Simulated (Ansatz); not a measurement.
Basis sets compared for Al₆Cu₄. Total charge 0; singlet. Geometry PBE-D4/def2-SVP. Ansatz on 4 threads of Intel Xeon Platinum 8488C on a shared host; times are rough, and most runs start from earlier orbitals.

| atom | x (Å) | y (Å) | z (Å) |
| --- | --- | --- | --- |
| Cu1 | -0.9758 | 1.1006 | -2.0628 |
| Cu2 | 2.2343 | -0.7169 | 0.6304 |
| Cu3 | -1.0188 | -1.2274 | -1.4043 |
| Cu4 | 1.1537 | -2.2052 | -0.9580 |
| Al5 | -1.7994 | 0.5258 | 0.1533 |
| Al6 | -1.6390 | 0.3298 | 2.9070 |
| Al7 | -0.1670 | -1.3270 | 0.9231 |
| Al8 | 0.1620 | 2.3804 | -0.3887 |
| Al9 | 1.1900 | 0.1402 | -1.4141 |
| Al10 | 0.8599 | 0.9997 | 1.6140 |

The restricted singlet is unstable towards broken spin symmetry in Hartree–Fock (as tested in another run); at PBE-D4/def2-SVP, PBE-D4/def2-TZVP, PBE0-D4/def2-SVP, PBE0-D4/def2-TZVP this wasn't settled. No other spin state of charge 0 was run. Another isomer (singlet) lies 0.21 eV lower at PBE0-D4/def2-TZVP; other spin states weren't run for this one.

Binding counts from free atoms (Cu doublet, Al doublet) in the same basis, without a counterpoise term.

| level | functions | energy (Eh) | HOMO (eV) | LUMO (eV) | binding per atom (eV) | wall time |
| --- | --- | --- | --- | --- | --- | --- |
| PBE-D4/def2-SVP | 232 | -8013.7551 | -4.14 | -3.33 | 2.74 | 5 s |
| PBE0-D4/def2-SVP | 232 | -8013.8454 | -4.69 | -2.79 | 2.46 | 11 s |

Question: Estimate the rows for PBE-D4/def2-TZVP (with forces), PBE0-D4/def2-TZVP.

Answer: 
```tsv
level	functions	energy (Eh)	HOMO (eV)	LUMO (eV)	binding per atom (eV)	wall time
PBE-D4/def2-TZVP (with forces)	402	-8015.2566	-4.17	-3.36	2.48	13 s
PBE0-D4/def2-TZVP	402	-8015.3048	-4.71	-2.80	2.27	39 s
```
